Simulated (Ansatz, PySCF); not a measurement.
This Ansatz (a quantum-chemistry and plane-wave program) input computes a CAM-B3LYP/def2-TZVPD energy:

Ansatz 0.2 input:
```yaml
crystal:
  periodic: [false, false, false]
  atoms:
    - {symbol: S, position_ang: [0.00000000, 0.00000000, -0.00000000]}
    - {symbol: H, position_ang: [1.41402883, -0.00613539, 0.00185772]}
    - {symbol: H, position_ang: [-1.41402883, 0.00613539, -0.00185772]}
    - {symbol: H, position_ang: [0.00615167, 1.41397409, -0.01257224]}
    - {symbol: H, position_ang: [-0.00615167, -1.41397409, 0.01257224]}
    - {symbol: H, position_ang: [-0.00180308, 0.01258019, 1.41398625]}
    - {symbol: H, position_ang: [0.00180308, -0.01258019, -1.41398625]}
basis:
  gaussian:
    orbitals: def2-TZVPD
hamiltonian:
  xc: {name: CAM-B3LYP}
output: {forces: true}
```

Q: Write an input for the same energy in PySCF and say what it gives.

A: 
```python
from pyscf import gto, scf, dft

mol = gto.M(
    atom='''
    S     0.00000000    0.00000000   -0.00000000
    H     1.41402883   -0.00613539    0.00185772
    H    -1.41402883    0.00613539   -0.00185772
    H     0.00615167    1.41397409   -0.01257224
    H    -0.00615167   -1.41397409    0.01257224
    H    -0.00180308    0.01258019    1.41398625
    H     0.00180308   -0.01258019   -1.41398625
    ''',
    basis='def2-tzvpd',
    charge=0,
    spin=0,
    verbose=4,
)

mf = dft.RKS(mol, xc='camb3lyp').density_fit(auxbasis='def2-universal-jkfit')
mf.grids.level = 3
mf.conv_tol = 1e-9
mf.max_cycle = 100
mf.max_memory = 1500
mf.kernel()
if not mf.converged:
    mf = mf.newton()
    mf.kernel(mf.make_rdm1())
mf.analyze()
```
It gives -401.58353 Eh, and Ansatz -401.58346 Eh, a difference of 0.07 mEh, from the treatment of integrals and grids.
